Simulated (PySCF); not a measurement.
Simulated outer-valence photoelectron spectrum of `C#[C][GeH2][CH2]F`. Level of theory: EOM-IP-CCSD/aug-cc-pVDZ in PySCF, restricted Hartree–Fock reference, 13 core orbitals frozen, non-relativistic, gas phase, PBE0-D3(BJ)/def2-SVP geometry.

Each root has a Gaussian of 0.4 eV full width with its one-hole share as area; cross sections and vibrations are left out, and the highest printed point is 100.

```tsv
ionisation energy (eV)	intensity
10.0	1
10.2	9
10.4	44
10.6	66
10.8	65
11.0	38
11.2	10
11.4	29
11.6	54
11.8	25
12.0	7
12.2	28
12.4	53
12.6	26
12.8	7
13.0	39
13.2	100
13.4	69
13.6	13
13.8	1
14.0	0
14.2	0
14.4	0
14.6	0
14.8	0
15.0	0
15.2	3
15.4	23
15.6	53
15.8	29
16.0	4
16.2	0
16.4	0
16.6	1
16.8	15
17.0	49
17.2	40
17.4	8
17.6	0
```

Problem. Where are the maxima, and how many lines lie under the curve?

Solution. 6 maxima, at 10.7, 11.6, 12.4, 13.2, 15.6 and 17.1 eV, from 8 lines. At this width some lines have no maximum of their own.

Problem. List the lines with their holes.

Solution. 
```json
{"E (eV)": "10.52", "leading hole (HF orbital)": "HOMO", "area": "0.96", "Koopmans (eV)": "10.89"}
{"E (eV)": "10.85", "leading hole (HF orbital)": "HOMO-1", "area": "0.96", "Koopmans (eV)": "10.97"}
{"E (eV)": "11.59", "leading hole (HF orbital)": "HOMO-2", "area": "0.95", "Koopmans (eV)": "12.38"}
{"E (eV)": "12.39", "leading hole (HF orbital)": "HOMO-3", "area": "0.95", "Koopmans (eV)": "13.17"}
{"E (eV)": "13.20", "leading hole (HF orbital)": "HOMO-5", "area": "0.95", "Koopmans (eV)": "14.71"}
{"E (eV)": "13.28", "leading hole (HF orbital)": "HOMO-4", "area": "0.93", "Koopmans (eV)": "14.68"}
{"E (eV)": "15.62", "leading hole (HF orbital)": "HOMO-6", "area": "0.94", "Koopmans (eV)": "17.85"}
{"E (eV)": "17.07", "leading hole (HF orbital)": "HOMO-7", "area": "0.94", "Koopmans (eV)": "18.96"}
```

The widest gap, 2.34 eV, lies between 13.28 and 15.62 eV. Only orbitals with −ε under 21 eV, eight at most, were ionised, so the high end of the curve may lack lines.

The values belong to the conformer `[CH:1]#[C:2][GeH2:3][CH2:4][F:5]`: C2–Ge3–C4–F5 180°.
